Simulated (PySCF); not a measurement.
C4H4Se, SMILES C(/C=C\[SeH])#C, B3LYP/def2-SVP optimised geometry.

```
9

C      1.72    -0.99     0.00
C      0.50    -0.97     0.00
C     -0.92    -0.97     0.00
C     -1.71     0.13     0.00
Se    -1.20     1.95     0.00
H      2.79    -1.01     0.00
H     -1.41    -1.95     0.00
H     -2.79     0.00     0.00
H      0.25     1.68     0.00
```

Density from B3LYP/def2-TZVP (PySCF 2.14.0) at that geometry.

Minimum of the electron density along straight lines between bonded atoms, close to the bond critical point (lines longer than 1.1 times the sum of covalent radii, or with two minima, are not listed):

```csv
bond,length / Å,ρ at the minimum / e bohr⁻³,∇²ρ there / e bohr⁻⁵,position (fraction from the first atom)
C1–C2,1.217,0.409,-1.16,0.49
C2–C3,1.421,0.293,-0.85,0.53
C3–C4,1.353,0.337,-0.99,0.49
C4–Se5,1.892,0.164,-0.18,0.50
C1–H6,1.074,0.285,-1.04,0.66
C3–H7,1.096,0.277,-0.96,0.65
C4–H8,1.094,0.282,-0.99,0.65
Se5–H9,1.477,0.177,-0.34,0.63
```
